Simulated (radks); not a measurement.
The numbers below are computed, except where a source is named.
Problem. Successive ionisation energies (eV) of one element, from differences of total energies of ions in their ground configurations, starting at charge 22: 1035.4, 1100.3, 1166.2, 1351.9, 1411.0, 1469.4, 1547.6, 1609.3, 1670.2, 1795.8, 1861.6, 4493.2, 4663.7, 4832.0, 5062.7, 5241.7, 5418.3, 5664.8, 5834.0, 24422, 25149. Code: a radial shooting solver on a logarithmic mesh with Libxc functionals. Model: non-relativistic Kohn-Sham, PBE, spin-polarised, spherical densities, point nucleus; open shells are filled with parallel spins first (spin-orbit coupling, left out, can overturn this in heavy ions); relativity is left out, which matters for an element this heavy. Which element is it?

Solution. Technetium (Z = 43). The first species listed is Tc22+ in [Ar] 3d3, the last Tc42+ in 1s1.
